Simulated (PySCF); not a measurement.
## Computed properties of Te(Br)(OSiH3) (BrH3OSiTe), SMILES [SiH3]O[Te]Br

BrH3OSiTe, SMILES Br[Te]O[SiH3]. Geometry: B3LYP-D3(BJ)/def2-SVP. This is a generated structure with no PubChem entry under its InChIKey; it may be hypothetical. The def2 effective core potentials stand for the cores of Te; spin–orbit coupling is left out. One conformer was computed; it need not be the lowest. All values are computed for the isolated molecule unless a solvent is named; none is compared with measurement here.

**Structure.** All 15 harmonic modes at B3LYP-D3(BJ)/def2-SVP (PySCF) are real, so it is a minimum. With heavy atoms numbered as in [Te:1]([Br:2])[O:3][SiH3:4], the shortest bond between them is O3–Si4 at 1.686 Å and the longest Te1–Br2 at 2.541 Å.

**Vibrations.** The strongest infrared lines (harmonic, unscaled, degenerate partners summed) lie at 886 cm⁻¹ (434 km/mol, O 72 %, Si 26 %), 987 cm⁻¹ (203 km/mol, H 92 %), 2250 cm⁻¹ (126 km/mol, H 96 %). The softest mode is at 33 cm⁻¹ and the zero-point energy is 18.7 kcal/mol.

**Electronic structure.** CAM-B3LYP/def2-TZVP (PySCF) places the frontier levels at -7.78 and -1.81 eV, a gap of 5.97 eV, and gives a dipole moment of 1.68 D and a mean polarisability of 84.1 bohr³. PBE/def2-TZVP (PySCF) at the same geometry gives -5.36 and -3.56 eV, so its gap is 4.17 eV narrower. An orbital gap is neither the optical nor the fundamental gap.

**Excitations.** TDDFT-M06-2X/def2-SVPD (PySCF) has S1 at 2.19 eV (566 nm, f = 0.001, dark); the most intense of the 10 singlets computed lies at 6.16 eV (f = 0.07). T1 (TDA) is at 1.60 eV. TDDFT-PBE/def2-SVPD (PySCF) puts S1 at 1.99 eV.
